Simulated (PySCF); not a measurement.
# Ru³⁺: interval between two levels

Ru³⁺ [Kr] 4d5 [6S5/2, M_J = 5/2] → Ru³⁺ [Kr] 4d4 5s1 [6D9/2, M_J = 9/2], as a difference of total energies. Calculation: PySCF 2.14, in x2c-SVPall-2c with one added diffuse shell each of s, p, d type (7s9p7d1f, 76 functions); the two-component X2C-1e Hamiltonian. Correlated levels: [Ar] 3d10 frozen; the 6 highest virtual spinors dropped. "Screened" scales the spin-orbit matrix elements by Boettger's factors to mimic the two-electron term; Breit and QED terms are absent.

```
                    method  interval between two levels (cm⁻¹)
           GHF (spin-free)                               96039
          GMP2 (spin-free)                               95002
 GHF (screened spin-orbit)                               97331
GMP2 (screened spin-orbit)                               96326
```

The labels give the starting determinants; with spin-orbit coupling the two ends relaxed to ⟨J²⟩ = 8.75, ⟨L²⟩ = 0.02, ⟨S²⟩ = 8.73 and ⟨J²⟩ = 24.76, ⟨L²⟩ = 6.08, ⟨S²⟩ = 8.71.
